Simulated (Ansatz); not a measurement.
Basis sets compared for [AlCl4]- (AlCl4⁻). The state is a singlet with charge -1. Geometry r2SCAN-D4/def2-SVPD. Ansatz on 4 threads of Arm Neoverse N1 on a shared host; times are rough, and most runs start from earlier orbitals.

| atom | x (Å) | y (Å) | z (Å) |
| --- | --- | --- | --- |
| Al1 | 0.0000 | 0.0000 | 0.0000 |
| Cl2 | -2.0485 | 0.5393 | 0.4919 |
| Cl3 | 1.3547 | 1.5119 | 0.7795 |
| Cl4 | 0.2182 | -0.1243 | -2.1600 |
| Cl5 | 0.4757 | -1.9269 | 0.8886 |

| level | functions | energy (Eh) | HOMO (eV) | LUMO (eV) | wall time |
| --- | --- | --- | --- | --- | --- |
| HF/6-31G | 65 | -2080.1264 | -8.16 | 7.15 | 0.45 s |
| PBE-D4/def2-SVPD | 132 | -2082.1180 | -3.17 | 2.67 | 2 s |
| PBE0-D4/def2-SVPD | 132 | -2082.2986 | -4.56 | 3.23 | 3.1 s |

**Question.** Estimate the rows for HF/def2-TZVPD, PBE-D4/def2-TZVPD, PBE0-D4/def2-TZVPD (with forces).

**Answer.** 
| level | functions | energy (Eh) | HOMO (eV) | LUMO (eV) | wall time |
| --- | --- | --- | --- | --- | --- |
| HF/def2-TZVPD | 227 | -2080.3724 | -7.76 | 4.15 | 4.5 s |
| PBE-D4/def2-TZVPD | 227 | -2082.8114 | -3.10 | 2.59 | 3.7 s |
| PBE0-D4/def2-TZVPD (with forces) | 227 | -2082.9849 | -4.48 | 3.07 | 10 s |
